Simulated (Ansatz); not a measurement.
Consider the cleavage of the B–Si bond: `BB[SiH](O)C=N` + HCl → `BBCl` + `N=C[SiH2]O`.

Program: Ansatz. Geometries: PBE0-D4/def2-TZVP. ΔE: electronic, gas phase. CCSD(T)/CBS is the MP2 limit (def2-TZVPP, def2-QZVPP) plus CCSD(T) − MP2 in def2-TZVPP, frozen cores. This one scheme is used for every species. DFT in def2-TZVPP. B3LYP here is the variant with VWN-RPA as its local correlation; programs differ in this. One conformer a species, not always the lowest.

`BB[SiH](O)C=N`:

```xyz
13

B    -1.696   -1.788    1.087
B    -1.130   -1.148   -0.279
Si   -0.323    0.695   -0.231
O    -0.069    1.315    1.269
C     1.399    0.728   -1.029
N     2.321    1.167   -0.273
H    -0.989   -2.435    1.810
H    -2.815   -1.594    1.474
H    -1.154   -1.661   -1.363
H    -1.227    1.566   -1.045
H     0.859    1.575    1.363
H     1.588    0.397   -2.059
H     3.236    1.182   -0.725
```

HCl:

```xyz
2

Cl   -0.112    0.013    0.629
H     0.112   -0.013   -0.629
```

`BBCl`:

```xyz
6

B    -0.640    0.421   -0.426
B     0.451   -0.380    0.524
Cl    2.016   -0.760   -0.169
H    -1.417   -0.167   -1.125
H    -0.688    1.617   -0.457
H     0.277   -0.731    1.654
```

`N=C[SiH2]O`:

Cartesian coordinates in Å:
```
N -0.769 0.403 1.319
C -0.877 -0.294 0.261
Si 0.632 -0.208 -0.880
O 1.669 0.796 -0.108
H -1.591 0.344 1.921
H -1.774 -0.890 0.042
H 0.230 0.319 -2.211
H 1.204 -1.567 -1.067
H 1.275 1.097 0.723
```

| level | ΔE (kcal/mol) |
| --- | --- |
| PBE0-D4 | -19.6 |
| r2SCAN | -20.2 |
| B3LYP | -22.2 |
| HF/def2-TZVPP | -26.7 |
| MP2/def2-TZVPP | -24.1 |
| CCSD(T)/def2-TZVPP | -22.1 |
| HF/def2-QZVPP | -26.8 |
| MP2/def2-QZVPP | -24.0 |

**Question.** What does CCSD(T)/CBS give? (Estimate.)

**Answer.** The calculation gave: -22.1 kcal/mol. The listed levels differ from it by 2.5, 1.9, -0.1, -4.6, -2.0, 0.0, -4.7, -1.9 kcal/mol.

Largest T1 diagnostic among the species: 0.014.

From PBE to PBE0 (25 % exact exchange), in def2-TZVPP and without D4, ΔE moves by −1.6 kcal/mol. In def2-TZVPP, CCSD(T) changes the Hartree–Fock value by +4.6 kcal/mol (the triples alone add +0.3 kcal/mol) and MP2 by +2.7 kcal/mol.
